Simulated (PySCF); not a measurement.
# Bond curve of BeP⁺

Set-up: PySCF, no relativity, basis sets Be def2-TZVP, P def2-TZVP. Energies in eV from Be⁺ + P in their ground configurations at the same level. State: ³Σ⁻ (triplet), unpaired electrons π ↑↑.

| R (Å) | UHF-CCSD | UHF-CCSD(T) | r²SCAN |
| --- | --- | --- | --- |
| 1.739 |  |  | -1.879 |
| 1.820 | -1.866 | -1.940 | -2.267 |
| 1.901 | -2.101 | -2.183 | -2.480 |
| 1.961 | -2.196 | -2.282 | -2.556 |
| 2.022 | -2.238 | -2.328 | -2.577 |
| 2.083 | -2.244 | -2.334 | -2.558 |
| 2.163 | -2.206 | -2.292 | -2.488 |
| 2.265 | -2.103 | -2.191 | -2.357 |
| 2.386 | -1.942 | -2.029 | -2.168 |
| 2.548 |  |  | -1.901 |

Q: Put a parabola through the three lowest points of the UHF-CCSD(T) curve and estimate Re, k and ωe (reduced mass 6.981 u; 1 eV/Å² = 0.16022 mdyn/Å; ωe = 1302.8·√(k/μ) cm⁻¹).

A: Through R = 2.022, 2.083, 2.163 Å the second-order coefficient is 4.42 eV/Å², so Re ≈ 2.064 Å, k ≈ 1.42 mdyn/Å and ωe ≈ 587 cm⁻¹. A polynomial fit of higher order to the unrounded UHF-CCSD(T) energies gives Re = 2.060 Å, k = 1.51 mdyn/Å, ωe = 605 cm⁻¹; anharmonicity and rounding make the difference.

The higher-order fit for each curve: UHF-CCSD(T): Re = 2.060 Å, ωe = 605 cm⁻¹, De = 2.34 eV; r²SCAN: Re = 2.021 Å, ωe = 657 cm⁻¹, De = 2.58 eV. UHF-CCSD gave no clean fit.

Correlated steps freeze 5 core orbitals. ⟨S²⟩ of the unrestricted solution departs from its pure value on part of the curve, where spin states mix. For an ion De counts to the pair picked by the measured ionisation energies or electron affinities, which need not be the lowest pair at this level. The state was picked by a PBE0 search and need not be the measured ground state.
